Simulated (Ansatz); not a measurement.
A calculation with Ansatz (development build ahead of 0.2.0).

```yaml
crystal:
  periodic: [false, false, false]
  atoms:
    - { symbol: Na, position_ang: [0.0, 0.0, 0.0] }
    - { symbol: Be, position_ang: [0.0, 3.2878, 1.8982] }
    - { symbol: Cl, position_ang: [0.0, -3.3631, 1.9417] }
basis:
  gaussian: { orbitals: pcseg-2 }
magnetization:
  spin_polarized: true
  initial_magnetization: 2
hamiltonian:
  xc: r2scan
```

The input is written out in the form of the current development build from the run's settings.

The run gave:

* Converged: yes
* Total energy: -637.05688 hartree
* Spin squared of the determinant: 2.005
* Stability test: minimum

Caution: other spin multiplicities may lie lower.
